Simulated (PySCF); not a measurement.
Fill in the blanks.

C2H11O2PSi2.
InChI=1S/C2H11O2PSi2/c1-3-7(2)4-6-5/h7H,5-6H2,1-2H3/t7-/m0/s1

Conformer (atom-mapped SMILES and torsion angles): `[CH3:1][O:2][Si@H:3]([CH3:4])[O:5][SiH2:6][PH2:7]`: C1–O2–Si3–C4 -60°, O2–Si3–O5–Si6 84°, Si3–O5–Si6–P7 24°, H–P7–Si6–O5 -86°, H–P7–Si6–O5 -178°.

```tsv
property	level	value
point group of the GFN2-xTB geometry	GFN2-xTB	C1
rotational constants A, B, C of the GFN2-xTB geometry	GFN2-xTB	2.397, 0.754, 0.684 GHz
dipole moment	PBE0/def2-SVPD	1.52 D
HOMO energy	PBE0/def2-SVPD	-7.39 eV
LUMO energy	PBE0/def2-SVPD	?
lowest singlet excitation	TDDFT PBE0/def2-SVPD	6.27 eV (198 nm, f = 0.025)
strongest line among the 6 lowest singlet transitions	TDDFT PBE0/def2-SVPD	?
lowest triplet excitation (Tamm–Dancoff)	TDA PBE0/def2-SVPD	?
static isotropic polarisability	PBE0/def2-SVPD	107.3 au
electronic spatial extent ⟨r²⟩ about the centre of nuclear charge	PBE0/def2-SVPD	1787 bohr²
13C chemical shifts (computed TMS as zero) by class	GIAO PBE0/pcSseg-1	50.8 (1 C), 1.3 (1 C) ppm
1H chemical shifts (computed TMS as zero) by class	GIAO PBE0/pcSseg-1	6.00 (1 H), 5.46 (1 H), 4.91 (1 H), 3.79 (3 H), 1.11 (2 H), 0.15 (3 H) ppm
isotropic shieldings of nuclei other than C and H, by class	GIAO PBE0/pcSseg-1	279 (1 O), 307 (1 O), 371 (1 Si), 372 (1 Si), 604 (1 P) ppm
```

Electronic properties: PySCF, gas phase, density fitting. NMR classes are plain means over equivalent atoms (diastereotopic ones count apart unless rotation or inversion swaps them), as if these changed places fast; in this geometry the members of some classes differ.

(1) What is the strongest line among the 6 lowest singlet transitions?

(2) The LUMO energy?

(3) Give the lowest triplet excitation (Tamm–Dancoff).

Answers

(1) S4 at 7.16 eV (173 nm, f = 0.153).

(2) 0.18 eV.

(3) 5.56 eV.

No computed singlet falls in the visible range (750 to 380 nm, 1.65 to 3.26 eV); S1 lies 3.01 eV above its blue end. The principal polarisabilities are 95.4, 107.9 and 118.5 au; their mean is the isotropic value. With B = h/(8π²I), that is 505.379 GHz u Å² over I, the principal moments of inertia are 210.9, 670.5 and 738.9 u Å² (most abundant isotopes); the inertial defect Ic − Ia − Ib is -142.5 u Å² (zero for a rigid planar frame, negative otherwise). The polarisability is 15.89 Å³ as a volume (1 au = 0.148185 Å³), or 1.31 au for each of the 82 electrons. The 6 singlets span 6.27 to 7.28 eV, and their oscillator strengths add up to 0.32.

One conformer stands for the species.
